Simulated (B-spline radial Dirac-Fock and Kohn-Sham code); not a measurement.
**EELS cross sections of the Ca K (1s) edge**

System: the free calcium atom in the configuration [Ar] 4s2. The computed values come from a radial atomic solver: the first Born approximation with generalised oscillator strengths from a Dirac-Hartree-Slater potential (longitudinal and transverse terms; continuum final states only, so no white lines or fine structure). The edge is taken at 4038.5 eV (tabulated value).

Input file task.json (cfg lists n, l and occupation; rrms is the nuclear radius in fm):

```json
{"items": [{
  "Z": 20,
  "q": 0,
  "cfg": [[1, 0, 2], [2, 0, 2], [2, 1, 6], [3, 0, 2], [3, 1, 6], [4, 0, 2]],
  "A": 40,
  "rrms": 3.4776,
  "do": "eels",
  "beams": [[60, 10], [80, 5], [80, 10], [80, 20], [80, 50], [100, 10], [120, 5], [120, 10], [200, 5], [200, 20], [200, 100], [300, 5], [300, 10], [300, 50]],
  "edges": {"K": 4038.5}
}]}
```

Command: `python xray2_run.py task.json out`

Generalised oscillator strength df/dE of the whole subshell in 10⁻³ per eV, against momentum transfer:

```
q (1/a₀)  3 eV above  6 eV above  200 eV above  300 eV above
  0.0400       0.554       0.551         0.504         0.476
  0.0527       0.554       0.551         0.504         0.476
  0.0695       0.554       0.551         0.504         0.476
  0.0916       0.554       0.551         0.504         0.476
   0.121       0.554       0.551         0.504         0.476
   0.159       0.554       0.551         0.504         0.476
   0.210       0.553       0.551         0.504         0.476
   0.277       0.553       0.551         0.504         0.476
   0.365       0.553       0.550         0.504         0.476
   0.481       0.553       0.550         0.504         0.476
   0.634       0.553       0.550         0.503         0.476
   0.836       0.552       0.549         0.503         0.476
    1.10       0.551       0.548         0.503         0.475
    1.45       0.549       0.546         0.501         0.474
    1.91       0.546       0.543         0.500         0.473
    2.52       0.540       0.537         0.496         0.471
    3.33       0.530       0.527         0.490         0.466
    4.39       0.512       0.510         0.479         0.458
    5.78       0.482       0.480         0.458         0.442
    7.62       0.432       0.430         0.421         0.410
    10.0       0.355       0.353         0.356         0.352
    13.2       0.251       0.250         0.261         0.263
    17.5       0.142       0.141         0.151         0.155
    23.0      0.0594      0.0589        0.0643        0.0666
    30.3      0.0174      0.0173        0.0189        0.0197
    40.0     0.00356     0.00352       0.00384       0.00399
```

As q goes to zero the values tend to the optical oscillator strength. At 300 eV above the edge the largest value on this grid is at q = 0.0400 per a₀; a free electron at rest would take up the loss of 4338 eV at q = 17.9 per a₀, where the Bethe ridge forms once the loss is well above the edge energy.
